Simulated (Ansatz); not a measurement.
C2H6OSSi can be A, `S[SiH]1CCO1`, or B, `SC1CO[SiH2]1`.

Program: Ansatz. Geometries: PBE0-D4/def2-TZVP. ΔE: electronic, gas phase. CBS: MP2 limit from def2 TZ/QZ plus the TZ coupled-cluster correction, frozen cores. DFT in def2-TZVPP. B3LYP here is the variant with VWN-RPA as its local correlation; programs differ in this. One conformer a species, not always the lowest.

(1) Which is lower in electronic energy at CCSD(T)/CBS, and by how much? (Estimate.)

(2) Give E(B) − E(A) in kJ/mol with r2SCAN-D4, PBE-D4, B2PLYP, B3LYP-D4, ωB97M-V, HF/def2-TZVPP, B3LYP. (Estimate.)

Largest T1 diagnostic: 0.012.

## Answers

(1) Ansatz gave: A, by 125.8 kJ/mol.

(2) Computed: r2SCAN-D4 131.5, PBE-D4 126.3, B2PLYP 126.6, B3LYP-D4 124.1, ωB97M-V 126.9, HF/def2-TZVPP 125.7, B3LYP 126.3. None reverses the order clearly.
